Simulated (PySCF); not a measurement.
**Magnetic susceptibility: `O=C(F)c1ccc(Br)cc1`, C$_{7}$H$_{4}$BrFO**

Molfile (atoms numbered from 1):
```
C7H4BrFO
     RDKit          3D

 14 14  0  0  0  0  0  0  0  0999 V2000
   -3.1210    0.8910    0.2089 O   0  0  0  0  0  0  0  0  0  0  0  0
   -2.3781   -0.0287    0.1425 C   0  0  0  0  0  0  0  0  0  0  0  0
   -2.8917   -1.2954    0.1444 F   0  0  0  0  0  0  0  0  0  0  0  0
   -0.9169   -0.0259    0.0538 C   0  0  0  0  0  0  0  0  0  0  0  0
   -0.2636    1.2092    0.0436 C   0  0  0  0  0  0  0  0  0  0  0  0
    1.1117    1.2663   -0.0386 C   0  0  0  0  0  0  0  0  0  0  0  0
    1.8334    0.0821   -0.1107 C   0  0  0  0  0  0  0  0  0  0  0  0
    3.7263    0.1536   -0.2240 Br  0  0  0  0  0  0  0  0  0  0  0  0
    1.2005   -1.1528   -0.1025 C   0  0  0  0  0  0  0  0  0  0  0  0
   -0.1767   -1.2065   -0.0202 C   0  0  0  0  0  0  0  0  0  0  0  0
   -0.8523    2.1119    0.1010 H   0  0  0  0  0  0  0  0  0  0  0  0
    1.6250    2.2151   -0.0471 H   0  0  0  0  0  0  0  0  0  0  0  0
    1.7828   -2.0593   -0.1601 H   0  0  0  0  0  0  0  0  0  0  0  0
   -0.6801   -2.1610   -0.0132 H   0  0  0  0  0  0  0  0  0  0  0  0
  1  2  2  0
  2  3  1  0
  2  4  1  0
  4  5  1  0
  5  6  2  0
  6  7  1  0
  7  8  1  0
  7  9  2  0
  9 10  1  0
 10  4  2  0
  5 11  1  0
  6 12  1  0
  9 13  1  0
 10 14  1  0
M  END
```

The calculation used GIAO B3LYP/pcSseg-1 magnetisability, rotational g tensor and spin-rotation constants, non-relativistic, gas phase (PySCF). Geometry: GFN2-xTB.

The calculation is non-relativistic, which matters for the atoms heavier than Zn.

(1) What are the magnetisability and the molar susceptibility?

(2) Split it along the inertial axes a, b, c into diamagnetic and paramagnetic parts about the centre of mass, with the quadrupole moment.

(3) And the rotational g tensor?

## Answers

(1) Isotropic -1557 × 10⁻³⁰ J/T², or -93.8 × 10⁻⁶ cm³/mol; principal values -2215, -1303, -1154 × 10⁻³⁰ J/T², anisotropy 995 × 10⁻³⁰ J/T² (root of half the summed squared differences of the principal values). The susceptibility is in cgs units.

(2) 
```csv
axis,χ (10⁻⁶ cm³/mol),diamagnetic (10⁻⁶ cm³/mol),paramagnetic (10⁻⁶ cm³/mol),summed x² of all electrons (Å²),quadrupole Θ (D Å)
a,-78.4,-433.6,355.1,673.5,-18.60
b,-69.5,-2919.7,2850.2,87.5,+13.80
c,-133.4,-3228.9,3095.5,14.7,+4.80
```
Anisotropies 2χaa − χbb − χcc = +46.0 and 2χbb − χaa − χcc = +72.9 × 10⁻⁶ cm³/mol. Θ is traceless in Buckingham's convention.

(3) 
| axis | rotational constant (GHz) | g | nuclear part | electronic part |
| --- | --- | --- | --- | --- |
| a | 3.8496 | -0.0736 | 0.5687 | -0.6423 |
| b | 0.3642 | -0.0118 | 0.4759 | -0.4877 |
| c | 0.3327 | +0.0001 | 0.4839 | -0.4839 |

Asymmetric top; isotopes 79Br, 12C, 19F, 1H, 16O; no vibrational averaging.
